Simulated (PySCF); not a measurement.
A structure optimised at B3LYP-D3(BJ)/def2-SVP, used in a PySCF frequency run:

```xyz
7

O     -0.0781     1.3784     1.5868
Si     0.0000     0.0000     0.6886
O      0.0781    -1.3784     1.5868
Br    -1.8345     0.0058    -0.5580
Br     1.8345    -0.0058    -0.5580
H      0.7405     1.6624     2.0145
H     -0.7405    -1.6624     2.0145
```
Charge 0, spin multiplicity 1.

Task: Write its SMILES, formula and point group.

Result: O[Si](O)(Br)Br, Br2H2O2Si, C2

Task: What are its rotational constants (standard atomic weights)?

Result: 2.3272, 0.83466, 0.73249 GHz
